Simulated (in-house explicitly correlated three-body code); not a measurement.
The numbers below are computed, except where a source is named.
Two electrons around a charge Z: the exact Kohn-Sham energy parts

The exact non-relativistic ground state comes from a variational code in 260 exponentially correlated functions, the Kohn-Sham parts from inverting its density (past Z = 6 the correlation energy is taken as exact minus Hartree-Fock, equal to within microhartrees), and self-consistent runs (Hartree-Fock is restricted) from a B-spline radial code. Z may be fractional; the second electron is bound down to Z = 0.911.

E_c tends to a constant and T_c to −E_c as Z grows.

```json
{"Z": "1.3", "E (Eh)": "-1.029897", "E_x (Eh)": "-0.58218", "E_c (mEh)": "-40.54", "T_c (mEh)": "31.86", "−T_c/E_c": "0.786", "binding (eV)": "5.031"}
{"Z": "1.52", "E (Eh)": "-1.513220", "E_x (Eh)": "-0.72230", "E_c (mEh)": "-41.02", "T_c (mEh)": "33.79", "−T_c/E_c": "0.824", "binding (eV)": "9.742"}
{"Z": "1.66", "E (Eh)": "-1.871205", "E_x (Eh)": "-0.81073", "E_c (mEh)": "-41.36", "T_c (mEh)": "34.77", "−T_c/E_c": "0.841", "binding (eV)": "13.43"}
{"Z": "1.98", "E (Eh)": "-2.836591", "E_x (Eh)": "-1.01201", "E_c (mEh)": "-42.07", "T_c (mEh)": "36.55", "−T_c/E_c": "0.869", "binding (eV)": "23.85"}
{"Z": "2.2", "E (Eh)": "-3.619030", "E_x (Eh)": "-1.15004", "E_c (mEh)": "-42.47", "T_c (mEh)": "37.49", "−T_c/E_c": "0.883", "binding (eV)": "32.63"}
{"Z": "2.52", "E (Eh)": "-4.929839", "E_x (Eh)": "-1.35056", "E_c (mEh)": "-42.96", "T_c (mEh)": "38.59", "−T_c/E_c": "0.898", "binding (eV)": "47.75"}
{"Z": "3.06", "E (Eh)": "-7.606063", "E_x (Eh)": "-1.68861", "E_c (mEh)": "-43.57", "T_c (mEh)": "39.96", "−T_c/E_c": "0.917", "binding (eV)": "79.57"}
{"Z": "3.36", "E (Eh)": "?", "E_x (Eh)": "?", "E_c (mEh)": "?", "T_c (mEh)": "?", "−T_c/E_c": "?", "binding (eV)": "?"}
{"Z": "3.84", "E (Eh)": "-12.501083", "E_x (Eh)": "-2.17656", "E_c (mEh)": "-44.18", "T_c (mEh)": "41.27", "−T_c/E_c": "0.934", "binding (eV)": "139.5"}
{"Z": "4.5", "E (Eh)": "-17.593290", "E_x (Eh)": "-2.58930", "E_c (mEh)": "-44.53", "T_c (mEh)": "42.04", "−T_c/E_c": "0.944", "binding (eV)": "203.2"}
{"Z": "5.3", "E (Eh)": "?", "E_x (Eh)": "?", "E_c (mEh)": "?", "T_c (mEh)": "?", "−T_c/E_c": "?", "binding (eV)": "?"}
{"Z": "5.9", "E (Eh)": "-31.278723", "E_x (Eh)": "-3.46461", "E_c (mEh)": "-45.03", "T_c (mEh)": "43.12", "−T_c/E_c": "0.958", "binding (eV)": "377.5"}
```

**Question.** What belongs in the row Z = 3.36?

**Answer.** E (Eh): -9.344789; E_x (Eh): -1.87632; E_c (mEh): -43.84; T_c (mEh): 40.53; −T_c/E_c: 0.925; binding (eV): 100.7.

**Question.** What belongs in the row Z = 5.3?

**Answer.** E (Eh): -24.933565; E_x (Eh): -3.08950; E_c (mEh): -44.85; T_c (mEh): 42.73; −T_c/E_c: 0.953; binding (eV): 296.3.

**Question.** Where is correlation strongest relative to exchange?

**Answer.** E_c/E_x falls from 0.070 at Z = 1.3 to 0.0130 at Z = 5.9, since exchange grows as Z while correlation stays near −0.045 hartree. The smaller −T_c/E_c at low Z marks the more static, in-out correlation of a loosely bound pair.
